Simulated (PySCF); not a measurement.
Gas-phase reaction: 5 SnH₄ + C₆H₆ = 5 SnH₂ + 2 C₃H₈

Method: PySCF energies plus ideal-gas RRHO corrections (1 bar). † marks an energy on the PBE0/def2-TZVP geometry and frequencies; other levels use their own. MP2 and CCSD(T) freeze the core. All species are closed-shell singlets. B3LYP is the form with VWN-RPA correlation. Sn: scalar-relativistic def2 core potential, no spin-orbit coupling. SnH₂: computed as isolated molecules; such fragments, hydroxides, amides, oligomers or adducts are transient or little studied in the gas. MP2 isn't extrapolated to the basis-set limit; its ΔH°(298 K) is 187.8 kJ in def2-SVP and 171.5 kJ in def2-TZVPP. CCSD(T) isn't extrapolated to the basis-set limit. The harmonic model lacks anharmonicity and excited electronic states, which grow with temperature; levels with a mode under 35 cm⁻¹ are left out. Internal rotation in C₃H₈ is treated as a harmonic vibration of one conformer, which makes the entropy rough.

| level | ΔE electronic, kJ | ΔH°(298 K), kJ | ΔS°(298 K), J/K | ΔG°(2000 K), kJ |
|---|---|---|---|---|
| B3LYP/def2-TZVP† | -6 | 68 | 274 | -398 |
| CCSD(T)/def2-SVP† | 52 | 125 | 274 | -340 |
| MP2/def2-SVP† | 114 | 188 | 274 | -277 |
| PBE/def2-TZVP† | 34 | 108 | 274 | -357 |
| PBE0/def2-TZVP | 55 | 129 | 274 | -336 |
| r2SCAN/def2-TZVP† | 97 | 171 | 274 | -294 |
| ωB97X-V/def2-TZVP† | 90 | 164 | 274 | -301 |
ΔH° is lowest at B3LYP/def2-TZVP† and highest at MP2/def2-SVP†. No reference value is set beside these.
